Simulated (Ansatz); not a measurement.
Molecule: trifluoro(hydroxy)silane, sum formula HSiOF3 (charge 0, singlet). 
Structure (B3LYP-D3(BJ)/def2-TZVP (Ansatz, a first-principles code) minimum search):
```xyz
6

Si    -0.0003    -0.0045    -0.0066
F     -0.1567    -0.5395     1.4695
F     -0.3876     1.5248     0.0197
F     -1.0165    -0.7661    -0.9306
O      1.4752    -0.2538    -0.5959
H      2.2492     0.1203    -0.1688
```
Charge 0, spin multiplicity 1.

Atomisation energy built up term by term with Ansatz (kcal/mol; UHF references for open shells; valence terms freeze the core; atomic spin-orbit terms are left out). CBS marks a two-point X^-3 extrapolation of the correlation energy; Hartree-Fock from the larger set.

```csv
term,basis,kcal/mol
Hartree-Fock,cc-pV(Q+d)Z,…
CCSD correlation,"CBS(cc-pV(T+d)Z,cc-pV(Q+d)Z)",165.87
(T),"CBS(cc-pV(T+d)Z,cc-pV(Q+d)Z)",…
core correlation,cc-pwCVTZ,0.55
scalar relativity (X2C),cc-pVTZ-DK against cc-pVTZ,-1.93
sum: De,,…
```

Task: Some entries are withheld; supply them.

Result: 
- Hartree-Fock, kcal/mol: 481.72
- (T), kcal/mol: 12.16
- sum: De, kcal/mol: 658.4
